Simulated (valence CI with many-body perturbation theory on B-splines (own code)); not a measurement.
# Energy levels of Gd⁵⁹⁺

Method: relativistic CI+MBPT: three valence electrons over a frozen Dirac-Fock core [He], a basis of 11 s, 11 p, 10 d, 8 f, 5 g, 2 h functions for each j, with the one-electron correlation potential Σ1 (screened to all orders), the two-electron term Σ2, the three-electron term Σ3, Breit, model QED; selected single and double excitations, second order for the rest, scaled by the run's own slope (own B-spline code, finite nucleus).

No measured spectrum was set against this ion. As an estimate, large intervals hold to a few tenths of a per cent, small ones and those within an open d or f shell to about a per cent.

Levels 91 to 135 of 165, with energies above the lowest level, (2s^2 2p1/2) J=1/2. "Leading %" is the weight of the configuration and term that name the level; weights of strongly mixed levels are sums over their largest components and can fall short. In the jj column 3d3/2^4 stands for four electrons in 3d with j = 3/2. Lifetimes count E1, E2, E3, M1 and M2 decay at the calculated energies, and are blank where another channel may lead or the interval is too uncertain; long ones can be off by a factor of two.

| No. | Configuration | Term | J | E (eV) | Leading % | Leading jj | Lifetime |
| --- | --- | --- | --- | --- | --- | --- | --- |
| 91 | 2p²3p | ²P° | 1/2 | 9078 | 86 | 2p1/2 2p3/2 3p3/2 (99 %) | 3.97 fs |
| 92 | 2p²3d | ²G | 7/2 | 9085 | 52 | 2p1/2 2p3/2 3d3/2 (98 %) | 71.3 fs |
| 93 | 2p²3d | ²D | 5/2 | 9099 | 36 | 2p1/2 2p3/2 3d3/2 (96 %) | 982 as |
| 94 | 2p²3d | ²D | 3/2 | 9105 | 47 | 2p1/2 2p3/2 3d3/2 (98 %) | 953 as |
| 95 | 2p²3d | ²P | 1/2 | 9113 | 37 | 2p1/2 2p3/2 3d3/2 (100 %) | 855 as |
| 96 | 2p²3d | ⁴D | 7/2 | 9128 | 46 | 2p1/2 2p3/2 3d5/2 (100 %) | 31.2 fs |
| 97 | 2p²3d | ²P | 3/2 | 9145 | 38 | 2p1/2 2p3/2 3d5/2 (98 %) | 1.41 fs |
| 98 | 2p²3d | ²G | 9/2 | 9145 | 64 | 2p1/2 2p3/2 3d5/2 (100 %) | 179 fs |
| 99 | 2p²3d | ²F | 5/2 | 9146 | 43 | 2p1/2 2p3/2 3d5/2 (97 %) | 1.16 fs |
| 100 | 2p²3d | ²D | 5/2 | 9163 | 60 | 2p1/2 2p3/2 3d5/2 (98 %) | 791 as |
| 101 | 2p²3d | ²F | 7/2 | 9169 | 69 | 2p1/2 2p3/2 3d5/2 (98 %) | 741 as |
| 102 | 2p²3d | ²D | 3/2 | 9175 | 58 | 2p1/2 2p3/2 3d5/2 (100 %) | 1.10 fs |
| 103 | 2p²3d | ²P | 1/2 | 9180 | 59 | 2p1/2 2p3/2 3d5/2 (99 %) | 1.03 fs |
| 104 | 2p²3s | ⁴P | 5/2 | 9517 | 64 | 2p3/2^2 3s (100 %) | 18.2 fs |
| 105 | 2p²3s | ²P | 3/2 | 9527 | 55 | 2p3/2^2 3s (100 %) | 6.15 fs |
| 106 | 2p²3s | ²S | 1/2 | 9579 | 69 | 2p3/2^2 3s (100 %) | 10.1 fs |
| 107 | 2p²3p | ⁴P° | 3/2 | 9588 | 27 | 2p3/2^2 3p1/2 (100 %) | 2.87 fs |
| 108 | 2p²3p | ²D° | 5/2 | 9590 | 40 | 2p3/2^2 3p1/2 (100 %) | 2.83 fs |
| 109 | 2p²3p | ²P° | 1/2 | 9646 | 76 | 2p3/2^2 3p1/2 (99 %) | 2.86 fs |
| 110 | 2p²3p | ⁴D° | 7/2 | 9794 | 64 | 2p3/2^2 3p3/2 (100 %) | 3.90 fs |
| 111 | 2p²3p | ²D° | 5/2 | 9794 | 52 | 2p3/2^2 3p3/2 (100 %) | 3.74 fs |
| 112 | 2p²3p | ²P° | 1/2 | 9796 | 56 | 2p3/2^2 3p3/2 (100 %) | 3.56 fs |
| 113 | 2p²3p | ²P° | 3/2 | 9838 | 62 | 2p3/2^2 3p3/2 (100 %) | 3.73 fs |
| 114 | 2p²3d | ²D | 3/2 | 9858 | 31 | 2p3/2^2 3d3/2 (100 %) | 1.20 fs |
| 115 | 2p²3d | ⁴D | 5/2 | 9860 | 29 | 2p3/2^2 3d3/2 (97 %) | 1.20 fs |
| 116 | 2p²3d | ²F | 7/2 | 9861 | 39 | 2p3/2^2 3d3/2 (100 %) | 1.19 fs |
| 117 | 2p²3d | ⁴P | 1/2 | 9863 | 45 | 2p3/2^2 3d3/2 (97 %) | 1.05 fs |
| 118 | 2p²3p | ²P° | 3/2 | 9864 | 64 | 2p3/2^2 3p3/2 (100 %) | 3.65 fs |
| 119 | 2p²3d | ²F | 7/2 | 9903 | 52 | 2p3/2^2 3d5/2 (100 %) | 122 fs |
| 120 | 2p²3d | ⁴F | 9/2 | 9904 | 64 | 2p3/2^2 3d5/2 (100 %) | 131 fs |
| 121 | 2p²3d | ²D | 3/2 | 9916 | 57 | 2p3/2^2 3d3/2 (84 %) | 1.33 fs |
| 122 | 2p²3d | ²P | 1/2 | 9918 | 54 | 2p3/2^2 3d5/2 (97 %) | 1.74 fs |
| 123 | 2p²3d | ²D | 5/2 | 9940 | 60 | 2p3/2^2 3d5/2 (98 %) | 958 as |
| 124 | 2p²3d | ²D | 3/2 | 9944 | 49 | 2p3/2^2 3d5/2 (84 %) | 734 as |
| 125 | 2p²3d | ²D | 5/2 | 9975 | 67 | 2p3/2^2 3d5/2 (99 %) | 1.33 fs |
| 126 | 2s²4s | ²S | 1/2 | 10251 | 98 | 2s^2 4s (98 %) | 10.5 fs |
| 127 | 2s²4p | ²P° | 1/2 | 10280 | 98 | 2s^2 4p1/2 (98 %) | 17.9 fs |
| 128 | 2s²4p | ²P° | 3/2 | 10372 | 96 | 2s^2 4p3/2 (96 %) | 23.9 fs |
| 129 | 2s2p4s | ⁴P° | 1/2 | 10388 | 77 | 2s 2p1/2 4s (100 %) | 11.4 fs |
| 130 | 2s²4d | ²D | 3/2 | 10393 | 98 | 2s^2 4d3/2 (98 %) | 2.32 fs |
| 131 | 2s2p4p | ⁴D | 1/2 | 10414 | 66 | 2s 2p1/2 4p1/2 (100 %) | 8.88 fs |
| 132 | 2s2p4s | ⁴P° | 3/2 | 10416 | 59 | 2s 2p1/2 4s (98 %) | 10.7 fs |
| 133 | 2s²4d | ²D | 5/2 | 10419 | 98 | 2s^2 4d5/2 (98 %) | 2.62 fs |
| 134 | 2s2p4s | ²P° | 1/2 | 10422 | 86 | 2s 2p1/2 4s (100 %) | 12.0 fs |
| 135 | 2s²4f | ²F° | 5/2 | 10431 | 98 | 2s^2 4f5/2 (98 %) | 5.28 fs |
